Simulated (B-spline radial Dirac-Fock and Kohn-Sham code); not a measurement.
**Kohn-Sham estimates against Dirac-Fock for the levels of Br⁶⁺**

System: the Br⁶⁺ ion in the configuration [Ar] 3d10 4s1.

The density-functional columns are spherical, spin-unpolarised Dirac-Kohn-Sham results without Breit or QED terms: −ε is minus the orbital energy of the initial state and ΔSCF the difference of two total energies. The reference in the last column comes from Dirac-Fock (average of configuration) total-energy differences with a finite nucleus, the Breit interaction including its frequency dependence, and self-energy and vacuum-polarisation corrections. All numbers are from an atomic code on a B-spline grid, in eV; a selection of levels is shown. For the 1s level of heavy atoms much of the gap between ΔSCF and the reference is the Breit and QED part, -30.0 eV here; for other levels the error of the functional can be larger.

```
     level   PBE −ε  PBE ΔSCF   LDA −ε  LDA ΔSCF  Dirac-Fock
    K (1s)  13406.6   13631.0  13384.6   13608.2     13580.8
   L1 (2s)   1823.6    1863.6   1821.1    1861.3      1893.0
L2 (2p1/2)   1651.5    1699.9   1650.8    1699.4      1702.5
L3 (2p3/2)   1603.9    1651.1   1603.4    1650.6      1655.8
M2 (3p1/2)    267.9     284.9    267.7     284.7       294.8
M3 (3p3/2)    261.0     277.8    260.8     277.6       287.8
M4 (3d3/2)    156.8     173.4    157.1     173.8       171.4
M5 (3d5/2)    155.7     172.2    156.0     172.6       170.4
   N1 (4s)    96.04     103.8    96.54     104.0       101.7
```

Task: Order the estimates of the K (1s) level by their distance from the Dirac-Fock value, nearest first.
A. PBE ΔSCF
B. PBE −ε
C. LDA −ε
D. LDA ΔSCF

Result: D (27.4 eV), A (50.1 eV), B (174.2 eV), C (196.3 eV).

For the outermost level NIST gives 103.03 ± 0.19 eV (semi-empirical); the differences from it are PBE −ε -6.99, PBE ΔSCF +0.75, LDA −ε -6.49, LDA ΔSCF +0.97, Dirac-Fock -1.31 eV.

Values without a named source are computed, but for edge energies of neutral atoms, which are taken from tables.
